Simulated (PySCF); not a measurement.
**Dipole response of Mo+ (molybdenum, charge +1)**

[Kr] 4d5, high-spin 6S determinant. Computed with PySCF 2.14 in def2-TZVPPD with the def2 core potential (28 electrons), with a scalar-relativistic core potential. Coupled (time-dependent) response in atomic units; α is the mean over directions.

```
 method  mean α (bohr³)  C₆ (like pair)  S(−4)
    UHF           15.60           90.86  164.5
    PBE           18.75           107.7  297.7
   PBE0           17.50           101.4  236.1
   BP86           18.90           108.6  301.3
wB97M-V           18.33           105.0  283.0
```

S(−4) is the Cauchy moment in α(ω) = α(0) + S(−4) ω² + …

α(iu) at PBE:

| u (hartree) | α(iu) (bohr³) |
| --- | --- |
| 0 | 18.75 |
| 0.0500 | 18.05 |
| 0.100 | 16.37 |
| 0.200 | 12.73 |
| 0.300 | 10.24 |
| 0.500 | 7.559 |
| 0.750 | 5.753 |
| 1.00 | 4.542 |
| 1.50 | 2.971 |
| 2.00 | 2.047 |
| 3.00 | 1.106 |
| 5.00 | 0.4552 |

A single London oscillator, α(iu) = α/(1 + u²/ω²), gives C₆ = (3/4) ω α². Matching the computed C₆ needs ω = 4 × 107.7 / (3 × 18.75²) = 0.408 hartree.

For an ion, C₆ is the dispersion term alone; charge-induced terms of lower order in 1/R come first.

Energies and moments cover only the electrons outside the core potential.
